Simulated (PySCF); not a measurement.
Molecule: SMILES FCc1ccsn1, C$_{4}$H$_{4}$FNS.

Cartesian coordinates in Å; atom numbers follow the order of the lines, from 1:
```xyz
11

F    -1.902   -1.414    0.132
C    -1.709   -0.057    0.092
C    -0.252    0.277    0.094
C     0.789   -0.621   -0.237
C     1.992    0.015   -0.146
S     1.746    1.643    0.324
N     0.128    1.492    0.406
H    -2.191    0.308   -0.824
H    -2.208    0.375    0.965
H     0.639   -1.648   -0.508
H     2.975   -0.369   -0.325
```

Frames of a GFN2-xTB Langevin trajectory at 300 K; GIAO PBE0/pcSseg-1 shieldings in PySCF 2.14, gas phase, non-relativistic; equivalent atoms averaged within each frame.

Chemical shifts δ = σref − σ; 19F (170.95 ppm) vs CFCl3; 13C (186.93 ppm), 1H (31.72 ppm) vs TMS; 33S (503.73 ppm) against CS2; 15N (267.73 ppm) against NH3, all at this level. The references are static minima.

How do the shifts (ppm) fluctuate along the trajectory?

Answers


```tsv
time (fs)	F1	C3	C5	C4	C2	S6	N7	H11	H10	H8/H9
250	-266.3	168.9	164.2	126.9	84.0	394	315.1	8.85	7.64	5.39
425	-259.5	177.8	164.5	128.2	90.1	429	348.0	8.25	7.42	6.71
625	-247.6	167.1	161.2	122.9	88.0	377	352.9	8.51	7.18	6.61
800	-255.6	177.8	155.0	127.2	89.0	380	336.7	8.13	8.46	6.29
1000	-230.2	172.2	153.5	131.1	88.9	355	331.5	8.33	7.86	5.91
mean of frames	-251.9	172.8	159.7	127.2	88.0	387	336.8	8.41	7.71	6.18
standard deviation	13.8	4.9	5.2	3.0	2.4	27	14.9	0.28	0.49	0.54
```

5 frames give an uncertainty of the mean of about the standard deviation over 2.2 at best, since frames this close in time may not be independent; classical motion lacks zero-point vibration, and the reference would need the same averaging.
